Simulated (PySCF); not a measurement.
Mn(OH2)6, H12MnO6 (cation, charge +2), SMILES [OH2]->[Mn+2](<-[OH2])(<-[OH2])(<-[OH2])(<-[OH2])<-[OH2], multiplicity 6 (GFN2-xTB optimised geometry):

```
19

Mn    -0.008    -0.013     0.000
O      0.275    -0.602    -2.234
H      0.118    -1.478    -2.606
H      0.700    -0.087    -2.930
O      0.093     2.312     0.000
H     -0.081     2.910    -0.736
H      0.180     2.868     0.783
O      2.319    -0.013     0.000
H      2.879     0.772     0.011
H      2.909    -0.761    -0.152
O     -2.250     0.368    -0.497
H     -2.661     0.242    -1.361
H     -2.909     0.810     0.051
O     -0.599    -2.227     0.406
H     -0.070    -2.910     0.834
H     -1.484    -2.597     0.302
O      0.110     0.089     2.322
H     -0.603    -0.048     2.956
H      0.923     0.137     2.839
```

Method: unrestricted CAM-B3LYP/def2-SVP in PySCF.

Q: What are the frontier orbital energies (α orbitals alone; a β orbital can be the lowest empty one)?

A: HOMO-2 -18.67 eV, HOMO-1 -18.21 eV, HOMO -18.21 eV, LUMO -7.11 eV, LUMO+1 -5.20 eV.

On the same geometry unrestricted PBE/def2-SVP run with PySCF 2.14.0 gives HOMO-2 -14.90 eV, HOMO-1 -14.33 eV, HOMO -14.33 eV, LUMO -8.90 eV, LUMO+1 -7.05 eV.

Meta-Löwdin charges at CAM-B3LYP/def2-SVP: Mn1 1.43, O2 -0.63, H3 0.36, H4 0.36, O5 -0.63, H6 0.36, H7 0.36, O8 -0.63, H9 0.36, H10 0.36, O11 -0.63, H12 0.36, H13 0.36, O14 -0.63, H15 0.36, H16 0.36, O17 -0.63, H18 0.36, H19 0.36.
